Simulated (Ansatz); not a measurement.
Reaction (atomization): `FC#C[SiH3]` → 2 C• + F• + 3 H• + Si•

Computed with Ansatz on PBE0-D4/def2-TZVP structures; ΔE is electronic, products minus reactants. CBS: MP2 limit from def2 TZ/QZ plus the TZ coupled-cluster correction, frozen cores. This one scheme is used for every species, atoms too. Functionals use def2-TZVPP. B3LYP here is the variant with VWN-RPA as its local correlation; programs differ in this. HSE06 is defined as in plane-wave codes. Open shells (•) are unrestricted, without spin–orbit coupling. Spin–orbit coupling would lower the free atoms: a little for C, F, Si.

`FC#C[SiH3]`:

Cartesian coordinates in Å:
```
F 0.745 2.894 1.129
C 0.450 1.746 0.681
C 0.171 0.656 0.257
Si -0.255 -0.989 -0.386
H 0.969 -1.824 -0.453
H -1.243 -1.630 0.515
H -0.837 -0.853 -1.743
```

```
             level  ΔE (eV)  difference from CCSD(T)/CBS
       LDA (SPW92)    31.07                         4.31
            PBE-D4    27.54                         0.78
         revPBE-D4    26.77                         0.01
           BLYP-D4    26.91                         0.15
         r2SCAN-D4    26.88                         0.12
            B97M-V    26.89                         0.13
          B3LYP-D4    26.78                         0.02
        r2SCANh-D4    26.62                        -0.14
        r2SCAN0-D4    26.26                        -0.50
          HSE06-D4    26.85                         0.09
          BHLYP-D4    25.76                        -1.00
      CAM-B3LYP-D4    26.89                         0.13
           ωB97X-V    26.85                         0.09
           ωB97M-V    26.86                         0.10
            B2PLYP    26.59                        -0.17
          PBE-QIDH    26.61                        -0.15
               PBE    27.43                         0.67
            revPBE    26.42                        -0.34
              BLYP    26.66                        -0.10
            r2SCAN    26.85                         0.09
              PBE0    26.73                        -0.03
             B3LYP    26.60                        -0.16
           r2SCANh    26.59                        -0.17
             HSE06    26.76                         0.00
         CAM-B3LYP    26.79                         0.03
           LC-ωPBE    26.72                        -0.04
       HF/def2-SVP    19.23                        -7.53
      MP2/def2-SVP    25.95                        -0.81
     CCSD/def2-SVP    24.95                        -1.81
  CCSD(T)/def2-SVP    25.34                        -1.42
     HF/def2-TZVPP    19.11                        -7.65
    MP2/def2-TZVPP    26.76                         0.00
SCS-MP2/def2-TZVPP    26.52                        -0.24
   CCSD/def2-TZVPP    25.50                        -1.26
CCSD(T)/def2-TZVPP    26.02                        -0.74
     HF/def2-QZVPP    19.16                        -7.60
    MP2/def2-QZVPP    27.20                         0.44
SCS-MP2/def2-QZVPP    27.02                         0.26
      HF/CBS(def2)    19.16                        -7.60
     MP2/CBS(def2)    27.50                         0.74
       CCSD(T)/CBS    26.76                            0
```

Largest T1 diagnostic among the species: 0.013.

From r2SCAN to r2SCAN0 (25 % exact exchange), in def2-TZVPP and without D4, ΔE moves by −0.62 eV: exact exchange takes away binding that semilocal exchange gives to molecules. At CCSD(T), def2-SVP lies −1.43 eV from the extrapolated value and def2-TZVPP −0.74 eV: correlation converges slowly with the basis, and small sets miss more of it in the bonded molecule than in its fragments.

For atomizations the MP2-based limit and the directly extrapolated one differ by several kJ/mol either way, and by 10 to 25 for some Ge, Se and Sn compounds, so smaller differences from it don't rank the levels.
